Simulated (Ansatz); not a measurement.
SiBr2H2 (SiH₂Br₂). Total charge 0; singlet. Geometry PBE-D4/def2-TZVP; atoms count from 1.

```xyz
5

Si    0.1268   -0.1101   -0.0456
Br   -1.2738   -0.4356    1.6516
Br   -0.3094    1.8095   -1.0815
H    -0.0535   -1.2184   -1.0199
H     1.5099   -0.0455    0.4954
```

Question: Estimate the Mulliken populations from the PBE0/def2-TZVP orbitals of Ansatz.

Answer: 
```json
{"atom": "Si1", "charge (e)": "0.36"}
{"atom": "Br2", "charge (e)": "-0.20"}
{"atom": "Br3", "charge (e)": "-0.20"}
{"atom": "H4", "charge (e)": "0.01"}
{"atom": "H5", "charge (e)": "0.01"}
```
Mulliken values and Mayer orders depend strongly on the basis.

Question: And the Mayer bond orders between bonded heavy atoms (over 0.3)?

Answer: Si1–Br2 1.18 (2.22 Å); Si1–Br3 1.18 (2.22 Å).
